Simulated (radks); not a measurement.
Values are calculated unless marked as measured or tabulated.
Ge10+, configuration [Ar] 3d4. Code: a radial shooting solver on a logarithmic mesh with Libxc functionals. Model: Dirac Kohn-Sham, PBE, spin-unpolarised, spherical densities, point nucleus; open shells are shared between the two j in proportion to 2j + 1.

Radial electron density D(r) = 4 pi r^2 rho(r):

r (bohr)  D(r) (e/bohr)
0.003104          2.584
0.003472          3.137
0.003883          3.799
0.004378          4.648
0.004897          5.591
0.005477          6.698
0.006127          7.989
0.006853          9.482
0.007665          11.19
0.008642          13.28
0.009666          15.47
0.01081           17.88
0.01209           20.49
0.01353           23.25
0.01513           26.12
0.01706           29.20
0.01908           31.97
0.02134           34.50
0.02387           36.66
0.0267            38.30
0.0301            39.35
0.03367           39.58
0.03766           39.09
0.04212           37.96
0.04712           36.39
0.0527            34.68
0.05942           33.10
0.06646           32.30
0.07434           32.47
0.08315           33.78
0.093             36.17
0.104             39.27
0.1173            42.67
0.1312            45.07
0.1467            45.92
0.1641            44.70
0.1836            41.34
0.207             35.88
0.2315            30.10
0.259             24.87
0.2896            21.26
0.324             19.83
0.3624            20.40
0.4086            22.24
0.457             23.81
0.5111            24.11
0.5717            22.56
0.6395            19.30
0.7153            14.98
0.8064            10.19
0.902             6.351
1.009             3.531
1.128             1.738
1.262            0.7503
1.412            0.2807
1.592           0.08225
1.78            0.02189
1.991          0.004830

D(r) has 3 maxima, at r = 0.0329, 0.146, 0.495 bohr, and minima at 0.0692, 0.329 bohr, inside which lie 2.09, 10.77 electrons.
